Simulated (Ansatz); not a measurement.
A nudged elastic band was laid between two geometries of BrH + FH3Si (7 atoms, charge 0, multiplicity 1).

Method: Ansatz 0.2.0, RKS BHLYP/def2-SVP.

| Item | Value |
| --- | --- |
| movable images | 7 |
| climbing image | yes |
| spring | 5.0 eV/Å² |
| optimiser | quadratic models (default) |
| start path | through a guess of the saddle point |
| force threshold | 0.05 eV/Å |
| iteration limit | 60 |
| end points | relaxed |

First end point:

```xyz
7
Properties=species:S:1:pos:R:3
Si 0.423 0.000 -0.325
F -0.346 0.000 1.109
H 1.872 0.000 -0.055
H 0.018 1.216 -1.053
H 0.018 -1.216 -1.053
Br -3.476 0.000 2.537
H -2.141 0.000 2.054
```

Last end point:

```xyz
7
Properties=species:S:1:pos:R:3
Si -0.317 0.000 -0.562
F -0.200 0.002 3.020
H 0.710 -0.001 0.490
H -0.248 1.213 -1.396
H -0.249 -1.213 -1.396
Br -2.318 -0.001 0.469
H -1.009 0.001 2.587
```

Problem. Which bonds break or form, and what moves?

Solution. Bonds broken: Si1–F2, Br6–H7. Bonds formed: Si1–Br6, F2–H7. BrH + FH3Si becomes BrH3Si + FH.

Problem. Give the energies along the band, and the barrier.

Solution. The run converged. The highest image is number 5 of 0 to 8, 162.4 kJ/mol above the first end and 115.7 kJ/mol above the last; the last end lies 46.7 kJ/mol above the first. A vibrational analysis at the climbing image gives 2 clearly imaginary modes (288i, 104i cm⁻¹): a point of higher order, so a lower path passes nearby. The orbitals stay closed-shell, which can raise the energy where a bond breaks towards radicals; this wasn't checked here.

```tsv
image	path coordinate (Å)	energy (kJ/mol)	Si1–F2 (Å)	Br6–H7 (Å)	Si1–Br6 (Å)
0	0.00	0.0	1.63	1.42	4.84
1	0.63	0.2	1.63	1.42	4.50
2	1.26	1.0	1.63	1.42	4.08
3	1.89	8.6	1.63	1.42	3.51
4	2.53	78.5	1.70	1.50	2.95
5	3.16	162.4	1.99	1.93	2.61
6	3.77	121.2	2.50	2.10	2.37
7	4.39	64.3	3.02	2.24	2.28
8	5.01	46.7	3.58	2.49	2.25
```

Problem. What is the geometry of the highest image?

Solution. 
```xyz
7
Properties=species:S:1:pos:R:3:forces:R:3
Si -0.162 0.000 -0.095 0.00 0.00 0.01
F -0.121 0.001 1.890 0.01 0.00 -0.01
H 1.304 0.000 0.116 0.00 0.00 0.01
H -0.470 1.266 -0.771 0.00 0.01 0.00
H -0.470 -1.266 -0.770 -0.01 -0.01 0.00
Br -2.610 0.001 0.818 0.01 0.00 0.00
H -1.102 -0.001 2.025 0.00 0.00 0.00
```

Time of the run: 120 s on 2 threads of Arm Neoverse V2, on a shared host, peak memory 0.17 GiB.
